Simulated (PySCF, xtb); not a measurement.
WS2ClBr, SMILES [S]=[W](=[S])([Cl])[Br], multiplicity 1.

Harmonic wavenumbers (cm⁻¹) from GFN2-xTB run with xtb 6.7.1 at its own minimum, in rising order: 89, 105, 120, 122, 146, 261, 369, 505, 522.

### Question
What does PBE0-D3(BJ)/def2-SVP (PySCF) give at its own minimum? (Estimate from the structure and the level; the computed values follow.)

### Answer
94, 119, 139, 146, 191, 286, 414, 562, 568. Paired by order, the mean absolute difference is 31 cm⁻¹ and the zero-point energies are 3.2 and 3.6 kcal/mol.
